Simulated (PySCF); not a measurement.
## SeH: frontier orbitals

B3LYP at R = 1.475 Å; H def2-SVPD, Se def2-SVPD; no relativity (PySCF 2.14). State: ²Π (doublet), unpaired electrons π ↑. Only the outer orbitals are listed, counted within each symmetry.

```json
{"spin": "α", "orbital": "7σ", "occ.": "1", "ε (eV)": "-19.43", "on H (%)": "9", "main shells (%)": "89 Se s, 9 H s"}
{"spin": "α", "orbital": "8σ", "occ.": "1", "ε (eV)": "-10.83", "on H (%)": "31", "main shells (%)": "59 Se p, 30 H s, 8 Se s"}
{"spin": "α", "orbital": "4π", "occ.": "1", "ε (eV)": "-8.28", "on H (%)": "1", "main shells (%)": "99 Se p"}
{"spin": "α", "orbital": "4π", "occ.": "1", "ε (eV)": "-7.12", "on H (%)": "2", "main shells (%)": "98 Se p"}
{"spin": "α", "orbital": "9σ", "occ.": "0", "ε (eV)": "-0.44", "on H (%)": "21", "main shells (%)": "52 Se s, 14 Se d, 13 H p"}
{"spin": "α", "orbital": "10σ", "occ.": "0", "ε (eV)": "0.93", "on H (%)": "3", "main shells (%)": "41 Se s, 36 Se p, 20 Se d"}
{"spin": "α", "orbital": "11σ", "occ.": "0", "ε (eV)": "1.21", "on H (%)": "2", "main shells (%)": "83 Se p, 10 Se s, 8 H p"}
{"spin": "β", "orbital": "7σ", "occ.": "1", "ε (eV)": "-18.49", "on H (%)": "13", "main shells (%)": "85 Se s, 12 H s"}
{"spin": "β", "orbital": "8σ", "occ.": "1", "ε (eV)": "-10.55", "on H (%)": "33", "main shells (%)": "56 Se p, 32 H s, 10 Se s"}
{"spin": "β", "orbital": "4π", "occ.": "1", "ε (eV)": "-6.78", "on H (%)": "2", "main shells (%)": "98 Se p"}
{"spin": "β", "orbital": "4π", "occ.": "0", "ε (eV)": "-4.95", "on H (%)": "3", "main shells (%)": "97 Se p"}
{"spin": "β", "orbital": "9σ", "occ.": "0", "ε (eV)": "-0.31", "on H (%)": "17", "main shells (%)": "57 Se s, 14 H p, 14 Se d"}
{"spin": "β", "orbital": "10σ", "occ.": "0", "ε (eV)": "1.06", "on H (%)": "-2", "main shells (%)": "66 Se p, 23 Se s, 13 Se d"}
```

**Question.** Which are the highest filled and the lowest empty level, where do they sit, and how wide is the gap?

**Answer.** Highest filled β 4π at -6.78 eV (in %: 98 Se p); lowest empty β 4π at -4.95 eV (in %: 97 Se p); the gap at B3LYP is 1.83 eV. Both belong to one degenerate shell, split only by its one-sided filling, so this is no excitation gap.

```
bond order (Mayer)                              : 1.08
⟨S²⟩                                            : 0.752
charge on H (Mulliken, basis-dependent)         : 0.09
charge on H (Löwdin, basis-dependent)           : -0.34
dipole moment (positive dipole means H(−)Se(+)) : -0.50 D
polarisability along the bond                   : 30.7 bohr³
polarisability across the bond                  : 28.6 bohr³
```

Shares are Mulliken populations and can fall outside 0 to 100 %.

Spin–orbit coupling is left out. The state was picked by a PBE0 search and need not be the measured ground state.
